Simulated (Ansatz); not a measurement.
Born–Oppenheimer molecular dynamics of ClF4HZr (7 atoms, charge 0, multiplicity 1). It starts at the highest image of a converged band. Of that band: A vibrational analysis at the climbing image gives one clearly imaginary mode, 1150i cm⁻¹, and a faint second one (23i cm⁻¹) that may be numerical noise or a soft torsion: probably a first-order saddle point.

All numbers below come from Ansatz, RHF/def2-SVP.

* ensemble: NVE (velocity Verlet)
* time step: 0.5 fs
* steps asked: 200
* starting velocities drawn for: 300 K
* seed: 10754

First frame:

```xyz
7
Properties=species:S:1:pos:R:3
Zr -0.320 0.000 -0.068
Cl -0.025 0.000 2.630
F 1.575 0.000 -0.127
F -0.744 1.556 -1.048
F -0.744 -1.556 -1.048
F -2.079 0.000 1.086
H -1.405 0.000 2.116
```

Q: What does the run give?

A: The run went to its last step.

```json
{"steps done": "200", "time covered": "100 fs", "mean temperature over the second half": "913 K", "spread of the potential energy over the second half": "6.9 meV per atom", "mean potential energy of the second half above the start": "-56.6 meV per atom"}
```

The conserved energy stayed within 0.021 meV per atom of its start (net change 0.0064 meV per atom), so the integration is sound. The kinetic energy rose, since the run started high on the potential surface and went downhill. It ends in pieces (ClH + F4Zr), so much of that is their flight and rotation, not heat. A run of 0.1 ps of so small a system gives no equilibrium averages. The orbitals stay closed-shell, which can raise the energy where a bond breaks towards radicals; this wasn't checked here.

Q: What happens to the structure?

A: Between its relaxed ends the band would form Cl2–H7 and break Zr1–Cl2, F6–H7. These pairs go: Cl2–H7 1.47 → 1.28 Å, Zr1–Cl2 2.71 → 3.51 Å, F6–H7 1.23 → 3.49 Å. In the last frame they stand as after the step (other bonds may differ from the relaxed reactants and products). Also parted: Zr1–H7 2.44 → 4.17 Å. It ends as ClH + F4Zr. Pairs count as bonded within 1.25 times the sum of covalent radii (0.12 Å more for H–H). Another seed would give other details.

Q: How do temperature and energy run in time?

A: 
```json
{"time (fs)": "0", "T (K)": "300", "potential energy less start (eV)": "0.000", "conserved less start (meV/atom)": "0.00"}
{"time (fs)": "3", "T (K)": "268", "potential energy less start (eV)": "0.021", "conserved less start (meV/atom)": "0.01"}
{"time (fs)": "6", "T (K)": "205", "potential energy less start (eV)": "0.062", "conserved less start (meV/atom)": "0.02"}
{"time (fs)": "9", "T (K)": "163", "potential energy less start (eV)": "0.089", "conserved less start (meV/atom)": "0.02"}
{"time (fs)": "12", "T (K)": "166", "potential energy less start (eV)": "0.087", "conserved less start (meV/atom)": "0.02"}
{"time (fs)": "15", "T (K)": "213", "potential energy less start (eV)": "0.057", "conserved less start (meV/atom)": "0.02"}
{"time (fs)": "18", "T (K)": "286", "potential energy less start (eV)": "0.009", "conserved less start (meV/atom)": "0.01"}
{"time (fs)": "21", "T (K)": "372", "potential energy less start (eV)": "-0.046", "conserved less start (meV/atom)": "0.01"}
{"time (fs)": "24", "T (K)": "452", "potential energy less start (eV)": "-0.098", "conserved less start (meV/atom)": "0.00"}
{"time (fs)": "27", "T (K)": "520", "potential energy less start (eV)": "-0.142", "conserved less start (meV/atom)": "0.00"}
{"time (fs)": "30", "T (K)": "567", "potential energy less start (eV)": "-0.172", "conserved less start (meV/atom)": "0.00"}
{"time (fs)": "33", "T (K)": "596", "potential energy less start (eV)": "-0.191", "conserved less start (meV/atom)": "0.00"}
{"time (fs)": "36", "T (K)": "614", "potential energy less start (eV)": "-0.203", "conserved less start (meV/atom)": "0.00"}
{"time (fs)": "39", "T (K)": "635", "potential energy less start (eV)": "-0.217", "conserved less start (meV/atom)": "0.00"}
{"time (fs)": "42", "T (K)": "658", "potential energy less start (eV)": "-0.231", "conserved less start (meV/atom)": "0.00"}
{"time (fs)": "45", "T (K)": "691", "potential energy less start (eV)": "-0.253", "conserved less start (meV/atom)": "0.00"}
{"time (fs)": "48", "T (K)": "735", "potential energy less start (eV)": "-0.281", "conserved less start (meV/atom)": "0.00"}
{"time (fs)": "51", "T (K)": "783", "potential energy less start (eV)": "-0.312", "conserved less start (meV/atom)": "0.00"}
{"time (fs)": "54", "T (K)": "822", "potential energy less start (eV)": "-0.337", "conserved less start (meV/atom)": "0.00"}
{"time (fs)": "57", "T (K)": "840", "potential energy less start (eV)": "-0.349", "conserved less start (meV/atom)": "0.01"}
{"time (fs)": "60", "T (K)": "849", "potential energy less start (eV)": "-0.355", "conserved less start (meV/atom)": "0.00"}
{"time (fs)": "63", "T (K)": "852", "potential energy less start (eV)": "-0.357", "conserved less start (meV/atom)": "0.01"}
{"time (fs)": "66", "T (K)": "862", "potential energy less start (eV)": "-0.363", "conserved less start (meV/atom)": "0.01"}
{"time (fs)": "69", "T (K)": "875", "potential energy less start (eV)": "-0.372", "conserved less start (meV/atom)": "0.01"}
{"time (fs)": "72", "T (K)": "888", "potential energy less start (eV)": "-0.380", "conserved less start (meV/atom)": "0.01"}
{"time (fs)": "75", "T (K)": "896", "potential energy less start (eV)": "-0.385", "conserved less start (meV/atom)": "0.01"}
{"time (fs)": "78", "T (K)": "903", "potential energy less start (eV)": "-0.390", "conserved less start (meV/atom)": "0.01"}
{"time (fs)": "81", "T (K)": "923", "potential energy less start (eV)": "-0.403", "conserved less start (meV/atom)": "0.00"}
{"time (fs)": "84", "T (K)": "954", "potential energy less start (eV)": "-0.422", "conserved less start (meV/atom)": "0.01"}
{"time (fs)": "87", "T (K)": "990", "potential energy less start (eV)": "-0.446", "conserved less start (meV/atom)": "0.00"}
{"time (fs)": "90", "T (K)": "1012", "potential energy less start (eV)": "-0.460", "conserved less start (meV/atom)": "0.00"}
{"time (fs)": "93", "T (K)": "1022", "potential energy less start (eV)": "-0.467", "conserved less start (meV/atom)": "0.00"}
{"time (fs)": "96", "T (K)": "1022", "potential energy less start (eV)": "-0.467", "conserved less start (meV/atom)": "0.00"}
{"time (fs)": "99", "T (K)": "1020", "potential energy less start (eV)": "-0.465", "conserved less start (meV/atom)": "0.01"}
```

Run time: 9.1 min on 2 threads of Arm Neoverse N1, on a shared host, peak memory 0.24 GiB.
